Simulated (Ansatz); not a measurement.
**From Ti to Hf: the dipole moment**

One atom is swapped for its congeners: Ti(SH)4; Zr(SH)4; Hf(SH)4. All are singlets with charge 0.

Shapes, held fixed at every level: PBE0-D4/def2-TZVP. Flexible molecules stand in one conformer, not always the lowest. Programs: Ansatz 0.2.0. Values in D.

```tsv
level	Ti(SH)4	Zr(SH)4	Hf(SH)4
PBE-D4/def2-TZVPP	1.33	0.00	0.00
r2SCAN-D4/def2-TZVPP	1.41	0.00	0.00
B3LYP-D4/def2-TZVPP	1.34	0.00	0.00
wB97M-V/def2-TZVPP	1.36	0.00	0.00
```

At wB97M-V/def2-TZVPP the dipole moment falls at every step, from 1.36 to 0.00 D. 0 of 4 levels show this order throughout; 4 agree on the largest and the smallest. For atoms past krypton def2 sets carry core potentials with scalar relativity. Magnitudes only: a dipole under 1 D may point either way.
